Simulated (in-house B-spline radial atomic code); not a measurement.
# Binding energies in Yb LXIII (Yb62+)

NIST's tabulated ground configuration is [He] 2s2 2p4; each binding energy is the energy of the ion with one electron taken from that subshell, relaxed, less that of the parent. Method: Dirac-Hartree-Fock, average of configuration, Fermi nucleus of rms radius 5.3108 fm. Calculated with a B-spline radial code for spherical atoms. Energies include first-order Breit, QED and recoil terms.

```tsv
subshell	X-ray name	binding energy (eV)	-ε (eV)	relaxation (eV)
1s	K	67396.5	67686.2	17.3
2s	L1	15873.8	15909.9	1.8
2p	L2,3	14799.8	14825.3	2.4
```

Relaxation = -ε minus the binding energy without Breit, QED and recoil terms.

Problem. What does it cost to remove two 2p electrons?

Solution. 29933 eV, which is 333.7 eV more than the two single binding energies together.

Problem. What does it cost to remove two 1s electrons?

Solution. 136210 eV, which is 1416 eV more than the two single binding energies together.

Problem. What does it cost to remove both a 2s and a 2p electron?

Solution. 30964 eV, which is 290.3 eV more than the two single binding energies together.
